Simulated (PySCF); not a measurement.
Stationary points of SbH₄⁺

Computed with PBE0/[Sb def2-TZVP with ECP28, H def2-TZVP], scalar-relativistic core potentials, density fitting, no spin–orbit coupling, PySCF.

Relaxations began from a few typed shapes. The search is not exhaustive: other isomers or separated fragments can lie lower, and high-lying points may rest on an excited occupation.

(1) Order these stationary points by electronic energy, lowest first, in kJ/mol from the lowest minimum.
A. singlet D4h: Sb–H 1.753 Å (×4); H–Sb–H 90.0° (×4), H–Sb–H 180.0° (×2)
B. singlet Td: Sb–H 1.665 Å (×4); H–Sb–H 109.5° (×6)

(2) Which of them are minima?

## Answers

(1) B (0.0), A (448.0).

(2) By energy in kJ/mol, 0.0: minimum; 448.0: minimum.

Counting electrons, antimony keeps none of its valence electrons outside its bonds, so the VSEPR class is AX4 and the expected shape is tetrahedral (Td), as computed.
